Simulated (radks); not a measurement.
Question: The mean radii <r> (bohr) of the occupied orbitals of an atom or ion are listed with their occupations. Method: scalar-relativistic Kohn-Sham, PBE, spin-unpolarised, spherical densities, finite nucleus; Fermi nuclear charge, rms radius of each element as measured or else 0.836 A^(1/3) + 0.57 fm; computed with a radial shooting solver on a logarithmic mesh with Libxc functionals.

orbital  occ.      <r>
1s          2  0.02232
2s          2  0.09512
2p          6  0.08390
3s          2   0.2496
3p          6   0.2480
3d         10   0.2260
4s          2   0.5654
4p          6   0.5983
4d         10   0.6514
5s          2    1.349
5p          6    1.555
4f          6   0.8772

Name the element and its charge.

Answer: Z = 63, europium, charge +3: Eu3+ in [Xe] 4f6. The 1s radius gives Z: for a bare nucleus <r> = (2 gamma + 1)/(2Z) with gamma = sqrt(1 - (Z/c)^2), 0.02203 bohr for Z = 63, and screening makes it slightly larger (0.02232 here). The occupations add up to 60, and the charge is Z minus that.
